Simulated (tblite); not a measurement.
C7H14Ge.
Atom-mapped SMILES: `[CH2:1]=[CH:2][C@@H:3]1[CH2:4][CH2:5][CH2:6][Ge@@H:7]1[CH3:8]` (hydrogens: H9, H10 on C1; H11 on C2; H12 on C3; H13, H14 on C4; H15, H16 on C5; H17, H18 on C6; H19 on Ge7; H20, H21, H22 on C8)

Geometry (GFN2-xTB, Å), atoms numbered from 1 in this order:
```xyz
22
C7H14Ge angstrom
C     -2.578    1.730    0.368
C     -1.517    1.006    0.681
C     -0.938   -0.058   -0.171
C     -0.647   -1.351    0.596
C      0.288   -2.231   -0.231
C      1.555   -1.442   -0.555
Ge     0.879    0.400   -0.925
C      1.839    1.842    0.038
H     -2.949    2.510    1.011
H     -3.116    1.573   -0.552
H     -0.999    1.183    1.616
H     -1.617   -0.273   -1.000
H     -1.574   -1.881    0.824
H     -0.158   -1.106    1.543
H     -0.218   -2.503   -1.161
H      0.523   -3.153    0.306
H      2.216   -1.423    0.313
H      2.107   -1.895   -1.375
H      0.830    0.742   -2.406
H      2.851    1.953   -0.340
H      1.892    1.610    1.098
H      1.321    2.788   -0.081
```

Level: GFN2-xTB in tblite, geometry and Hessian alike; calculated harmonic values, unscaled, isolated species. Errors from tens to a few hundred cm⁻¹ against measured bands are possible. Modes of hydrogen on germanium can be 10 to 20 % off. One conformer, not necessarily the lowest.

Harmonic wavenumbers (cm⁻¹): 58.0, 70.9, 109.2, 117.0, 150.0, 222.4, 236.3, 288.3, 329.3, 404.4, 477.9, 527.2, 566.2, 569.6, 594.8, 608.8, 689.2, 763.7, 770.6, 812.9, 874.9, 884.5, 917.6, 960.2, 968.6, 1013.1, 1025.2, 1077.1, 1094.3, 1116.0, 1151.5, 1196.6, 1222.9, 1246.5, 1266.4, 1305.1, 1312.4, 1327.9, 1334.9, 1420.7, 1453.9, 1457.3, 1462.1, 1489.0, 1496.8, 1703.6, 1864.7, 2934.3, 2946.9, 2954.7, 2965.6, 2967.8, 2973.9, 3001.1, 3021.6, 3026.7, 3029.0, 3030.7, 3094.6, 3120.6.

A = 1790, B = 1312, C = 876.1 MHz; mass 172.031 u (most abundant isotopes); point group C1, symmetry number 1.

Q: What is the zero-point energy?

A: ½Σν̃ = 40539 cm⁻¹ = 115.91 kcal/mol.

Q: Entropy at 298.15 K, 1 bar (ideal gas, RRHO, classical rotation)?

A: Translation 41.36, rotation 29.44, vibration 30.83: S = 101.6 cal/(mol K).

Q: And Cp and H(298.15 K) − H(0)?

A: Cp = 41.71 cal/(mol K), of which vibrations give 33.76 (their classical limit is 60 R = 119.2); H(298.15 K) − H(0) = 7.31 kcal/mol without the zero-point energy, 4.94 from vibrations.

Q: Blend soft modes into free rotors: weight 1/[1 + (100 cm⁻¹/ν̃)⁴] for the oscillator and the rest for a rotor with moment μB/(μ + B), μ = h/(8π²ν), B = 10⁻⁴⁴ kg m². What vibrational entropy results?

A: 28.69 cal/(mol K) in place of 30.83, which changes −T·S at 298.15 K by +0.64 kcal/mol.

Q: How do the functions run with temperature in this model?

A: 
| T (K) | S (cal/(mol K)) | Cp (cal/(mol K)) | H − H(0) (kcal/mol) | G − H(0) (kcal/mol) | ln q(vib) |
| --- | --- | --- | --- | --- | --- |
| 100 | 70.8 | 19.4 | 1.33 | -5.75 | 1.68 |
| 200 | 87.5 | 30.1 | 3.79 | -13.70 | 4.44 |
| 300 | 101.9 | 41.9 | 7.39 | -23.18 | 7.22 |
| 500 | 128.6 | 63.5 | 18.04 | -46.27 | 12.87 |
| 800 | 163.5 | 84.6 | 40.54 | -90.24 | 21.19 |
| 1000 | 183.4 | 93.9 | 58.44 | -124.97 | 26.42 |

q(vib) and H(0) count from the zero-point level.

Q: Which modes carry the vibrational entropy at 298.15 K?

A: 58.0 cm⁻¹: 4.52; 70.9 cm⁻¹: 4.13; 109.2 cm⁻¹: 3.28; 117.0 cm⁻¹: 3.15; 150.0 cm⁻¹: 2.67; 222.4 cm⁻¹: 1.94 cal/(mol K); the other 54 give 11.13 together.

Hindered rotation and anharmonicity are outside this model. Other conformers, if any are populated, would add a mixing term that is left out. The structure is chiral; the term R ln 2 for an equal mix with its mirror image is left out.

Time: 1.6 s of wall time. Hardware: one thread, Arm Neoverse N1 (aarch64), shared host with 64 logical CPUs at a one-minute load of 57. This covers the Hessian and the dipole derivatives.
